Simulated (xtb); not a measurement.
xtb input (GFN2-xTB):

```bash
xtb mol.xyz --gfn 2 --sp --chrg 0 --uhf 0
```
mol.xyz:
```
17

C      0.04048573     2.21708120    -0.44017144
Ge    -0.13406580     0.49949733     0.48579285
C      1.20790116     0.26122781     1.89303299
C     -1.95790494     0.16518674     1.11810583
C      0.24871990    -0.92667127    -0.90124662
F     -0.61663802    -0.87857411    -1.94767970
F      0.16203951    -2.18314749    -0.39140949
F      1.49498566    -0.81451378    -1.43079570
H      1.04741694     2.33004479    -0.84080691
H     -0.15381650     3.03680164     0.25201794
H     -0.67252655     2.27786685    -1.26181529
H      2.21048371     0.38147701     1.48370626
H      1.06082783     1.00182235     2.67961435
H      1.12478266    -0.73329201     2.33029913
H     -2.02923070    -0.82897532     1.55825860
H     -2.66347314     0.23361577     0.29065735
H     -2.23305394     0.90189585     1.87333679
```

End of the output:

```
         :::::::::::::::::::::::::::::::::::::::::::::::::::::
         ::                     SUMMARY                     ::
         :::::::::::::::::::::::::::::::::::::::::::::::::::::
         :: total energy             -29.275602012387 Eh    ::
         :: gradient norm              0.020781188945 Eh/a0 ::
         :: HOMO-LUMO gap              8.590593255450 eV    ::
         ::.................................................::
         :: SCC energy               -29.481509029596 Eh    ::
         :: -> isotropic ES            0.038366947016 Eh    ::
         :: -> anisotropic ES         -0.000199596294 Eh    ::
         :: -> anisotropic XC         -0.007048631347 Eh    ::
         :: -> dispersion             -0.010793066774 Eh    ::
         :: repulsion energy           0.205907017209 Eh    ::
         :: add. restraining           0.000000000000 Eh    ::
         :: total charge               0.000000000000 e     ::
         :::::::::::::::::::::::::::::::::::::::::::::::::::::

           -------------------------------------------------
          |                Property Printout                |
           -------------------------------------------------

    * Orbital Energies and Occupations

         #    Occupation            Energy/Eh            Energy/eV
      -------------------------------------------------------------
         1        2.0000           -0.8509178             -23.1547
       ...           ...                  ...                  ...
        13        2.0000           -0.5228986             -14.2288
        14        2.0000           -0.5100626             -13.8795
        15        2.0000           -0.5100626             -13.8795
        16        2.0000           -0.5100328             -13.8787
        17        2.0000           -0.4956815             -13.4882
        18        2.0000           -0.4934963             -13.4287
        19        2.0000           -0.4934963             -13.4287
        20        2.0000           -0.4872481             -13.2587
        21        2.0000           -0.4872481             -13.2587
        22        2.0000           -0.4832902             -13.1510
        23        2.0000           -0.4339992             -11.8097
        24        2.0000           -0.4339992             -11.8097
        25        2.0000           -0.4278749             -11.6431 (HOMO)
        26                         -0.1121764              -3.0525 (LUMO)
        27                         -0.0822063              -2.2369
        28                         -0.0447157              -1.2168
        29                         -0.0447157              -1.2168
        30                          0.0737723               2.0074
        31                          0.0737723               2.0074
        32                          0.1080609               2.9405
        33                          0.1457476               3.9660
        34                          0.1547849               4.2119
        35                          0.1547849               4.2119
        36                          0.1584173               4.3108
       ...                                ...                  ...
        46                          1.0386110              28.2620
      -------------------------------------------------------------
                  HL-Gap            0.3156985 Eh            8.5906 eV
             Fermi-level           -0.2700257 Eh           -7.3478 eV

     #   Z          covCN         q      C6AA      α(0)
     1   6 C        3.662    -0.156    23.820     7.002
     2  32 Ge       3.557     0.165   169.613    23.442
     3   6 C        3.662    -0.156    23.820     7.002
     4   6 C        3.662    -0.156    23.820     7.002
     5   6 C        3.224     0.377    20.068     7.280
     6   9 F        0.792    -0.216    11.398     3.988
     7   9 F        0.792    -0.216    11.398     3.988
     8   9 F        0.792    -0.216    11.398     3.988
     9   1 H        0.925     0.066     2.129     2.282
    10   1 H        0.925     0.058     2.218     2.329
    11   1 H        0.925     0.066     2.129     2.282
    12   1 H        0.925     0.066     2.129     2.282
    13   1 H        0.925     0.058     2.218     2.329
    14   1 H        0.925     0.066     2.129     2.282
    15   1 H        0.925     0.066     2.129     2.282
    16   1 H        0.925     0.066     2.129     2.282
    17   1 H        0.925     0.058     2.218     2.329

 Mol. C6AA /au·bohr⁶  :       3021.604034
 Mol. C8AA /au·bohr⁸  :      97739.541618
 Mol. α(0) /au        :         84.368323

Wiberg/Mayer (AO) data.
largest (>0.10) Wiberg bond orders for each atom

 ---------------------------------------------------------------------------
     #   Z sym  total        # sym  WBO       # sym  WBO       # sym  WBO
 ---------------------------------------------------------------------------
     1   6 C    3.992 --    10 H    0.966     9 H    0.962    11 H    0.962
                             2 Ge   0.911
     2  32 Ge   3.813 --     1 C    0.911     3 C    0.911     4 C    0.911
                             5 C    0.690
     3   6 C    3.992 --    13 H    0.966    14 H    0.962    12 H    0.962
                             2 Ge   0.911
     4   6 C    3.992 --    17 H    0.966    16 H    0.962    15 H    0.962
                             2 Ge   0.911
     5   6 C    3.686 --     8 F    0.951     6 F    0.951     7 F    0.951
                             2 Ge   0.690
     6   9 F    1.093 --     5 C    0.951
     7   9 F    1.093 --     5 C    0.951
     8   9 F    1.093 --     5 C    0.951
     9   1 H    0.996 --     1 C    0.962
    10   1 H    0.997 --     1 C    0.966
    11   1 H    0.996 --     1 C    0.962
    12   1 H    0.996 --     3 C    0.962
    13   1 H    0.997 --     3 C    0.966
    14   1 H    0.996 --     3 C    0.962
    15   1 H    0.996 --     4 C    0.962
    16   1 H    0.996 --     4 C    0.962
    17   1 H    0.997 --     4 C    0.966
 ---------------------------------------------------------------------------

Topologies differ in total number of bonds
Writing topology from bond orders to xtbtopo.mol

molecular dipole:
                 x           y           z       tot (Debye)
 q only:       -0.349       1.301       1.266
   full:       -0.328       1.221       1.188       4.410
Note: The following floating-point exceptions are signalling: IEEE_UNDERFLOW_FLAG IEEE_DENORMAL
normal termination of xtb
molecular quadrupole (traceless):
                xx          xy          yy          xz          yz          zz
 q only:        1.917       0.856      -1.045       0.833      -3.104      -0.872
  q+dip:        1.615       0.722      -0.880       0.702      -2.615      -0.735
   full:        1.546       0.691      -0.843       0.672      -2.503      -0.703

           -------------------------------------------------
          | TOTAL ENERGY              -29.275602012387 Eh   |
          | GRADIENT NORM               0.020781188945 Eh/α |
          | HOMO-LUMO GAP               8.590593255450 eV   |
           -------------------------------------------------

------------------------------------------------------------------------
------------------------------------------------------------------------
 total:
 SCF:
```
